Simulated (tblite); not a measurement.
Compound: C6H11NP (charge +1).
Atom-mapped SMILES: `[CH3:1][NH:2][P+:3]1([CH3:4])[CH:5]=[CH:6][CH:7]=[CH:8]1` (hydrogens: H9, H10, H11 on C1; H12 on N2; H13, H14, H15 on C4; H16 on C5; H17 on C6; H18 on C7; H19 on C8)

The geometry is computed with GFN2-xTB (gas phase).

(1) List the bond lengths, angles and torsions at this level.

Results:

(1) 
| bond | length (Å) |
| --- | --- |
| C1–N2 | 1.464 |
| N2–P3 | 1.650 |
| P3–C4 | 1.806 |
| P3–C5 | 1.796 |
| C5=C6, C7=C8 | 1.340 |
| C6–C7 | 1.462 |
| P3–C8 | 1.813 |
| C1–H9, C1–H10, C1–H11 | 1.089 |
| N2–H12 | 1.016 |
| C4–H13, C4–H14, C4–H15 | 1.090 |
| C5–H16, C8–H19 | 1.075 |
| C6–H17, C7–H18 | 1.078 |

Bonds in one row agree within 0.01 Å and their mean is given. A selection of angles:
| angle | degrees |
| --- | --- |
| N2–C1–H9 | 109.6 |
| N2–C1–H10 | 112.9 |
| N2–C1–H11 | 108.0 |
| H9–C1–H10 | 109.2 |
| H9–C1–H11 | 108.4 |
| C1–N2–P3 | 122.0 |
| C1–N2–H12 | 112.1 |
| P3–N2–H12 | 113.5 |
| N2–P3–C4 | 108.3 |
| N2–P3–C5 | 109.1 |
| N2–P3–C8 | 119.7 |
| C4–P3–C5 | 114.7 |
| C4–P3–C8 | 111.7 |
| C5–P3–C8 | 92.8 |
| P3–C4–H13 | 108.6 |
| H13–C4–H14 | 110.0 |
| P3–C5–C6 | 108.3 |
| P3–C5–H16 | 124.7 |
| C6–C5–H16 | 126.9 |
| C5–C6–C7 | 115.5 |
| C5–C6–H17 | 124.1 |
| C7–C6–H17 | 120.4 |
| C7–C8–H19 | 126.3 |

Torsions: C1–N2–P3–C4 56° (synclinal); N2–P3–C5–C6 124° (anticlinal); P3–C5–C6–C7 -2° (synperiplanar); C5–C6–C7–C8 1° (synperiplanar); C6–C7–C8–P3 0° (synperiplanar); N2–P3–C8–C7 -115° (anticlinal). The mirror-image conformer, all signs reversed, is as good.

N2 (nitrogen bonded to C, P and H) is pyramidal (angles 122.0°, 113.5° and 112.1°, sum 347.5°, 0.27 Å off the plane of its three neighbours). The 3 C–C bonds span 1.340 Å (C7=C8, drawn double) to 1.462 Å (C6–C7, drawn single), a spread of 0.122 Å. The 5-membered ring P3–C5–C6–C7–C8 has internal angles of 92.8° to 115.5°; it is planar, 0.01 Å rms from its mean plane, widest ring torsion 2°. C6 (alkene CH carbon) is planar (angles 124.1°, 120.4° and 115.5°, sum 360.0°, 0.00 Å off the plane of its three neighbours). C5 (alkene CH carbon) is planar (angles 126.9°, 124.7° and 108.3°, sum 360.0°, 0.01 Å off the plane of its three neighbours). P3 (phosphorus bonded to 3 C and N) has angles from 92.8° to 119.7°. Of the pairs four or more bonds apart, C4···H9 is among the closest relative to their van der Waals radii: 2.83 Å, 98 % of the sum of Bondi's values.

Point group: C1 (no symmetry element, even within 0.4 Å). Its GFN2-xTB frequencies are all real (lowest 66 cm⁻¹). 2 starts were optimised and ended at 0.00 and 1.86 kcal/mol (GFN2-xTB); the lowest of these is shown.
